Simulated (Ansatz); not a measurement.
Reaction (cleavage of the Si–Si bond): `[SiH3][SiH2][TeH]` + `NC(O)(O)F` → `OC(O)(F)N[SiH3]` + `[SiH3][TeH]`

Computed with Ansatz on PBE0-D4/def2-TZVP structures; ΔE is electronic, products minus reactants. CCSD(T)/CBS adds triple-zeta CCSD(T) − MP2 to the extrapolated MP2 energy (def2 sets, frozen cores). Elements past krypton have def2 core potentials. For Te outer-core shells are correlated without core-valence functions, which leaves a few kJ/mol of doubt a bond. Each species was taken in one conformer, which may not be the lowest.

| species | CCSD(T)/CBS(def2) energy (Eh) |
| --- | --- |
| `[SiH3][SiH2][TeH]` | -849.49595 |
| `NC(O)(O)F` | -345.31744 |
| `OC(O)(F)N[SiH3]` | -635.61324 |
| `[SiH3][TeH]` | -559.21313 |

(1) Work out ΔE.

Largest T1 diagnostic among the species: 0.012.

## Answers

(1) ΔE = (-635.61324) + (-559.21313) − (-849.49595) − (-345.31744) = -0.01298 Eh = -34.1 kJ/mol.

From PBE to PBE0 (25 % exact exchange), in def2-TZVPP and without D4, ΔE moves by −5.3 kJ/mol. In def2-TZVPP, CCSD(T) changes the Hartree–Fock value by +14.0 kJ/mol (the triples alone add +2.0 kJ/mol) and MP2 by +7.4 kJ/mol.
